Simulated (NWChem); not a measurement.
A series in which one site is exchanged, each optimised at PBE0/def2-SVP with NWChem, gas phase unless a solvent is named. Low-valent species are run as closed-shell singlets; no triplet was tried in these runs. For some, no frequency run checked for a minimum. def2 effective core potentials on I, Pb; no spin-orbit coupling.

A: [Cl][Pb][I] (PbICl; site = Cl)
B: [I][Pb][I] (PbI$_{2}$; site = I)
C: [I][PbH] (PbHI; site = H)
D: [I][Pb][F] (PbIF; site = F)

Values for A:

- dipole (D), PBE0/def2-SVP = 4.23
- orbital gap (eV), PBE0/def2-SVP = 4.13
- vertical ionisation energy, ΔSCF, B3LYP/def2-SVP (eV) = 9.33
- static polarisability, B3LYP/def2-SVPD (bohr³) = 100.5
- lowest singlet excitation, B3LYP/def2-SVPD, TDA (eV) = 2.77

How do these values change for the other members?


| change from A | B | C | D |
|---|---|---|---|
| dipole (D), PBE0/def2-SVP | -0.31 | -0.65 | +0.19 |
| orbital gap (eV), PBE0/def2-SVP | -0.26 | -0.53 | +0.16 |
| vertical ionisation energy, ΔSCF, B3LYP/def2-SVP (eV) | -0.39 | -0.63 | +0.16 |
| static polarisability, B3LYP/def2-SVPD (bohr³) | +27.6 | -12.2 | -18.1 |
| lowest singlet excitation, B3LYP/def2-SVPD, TDA (eV) | -0.21 | -0.48 | +0.13 |
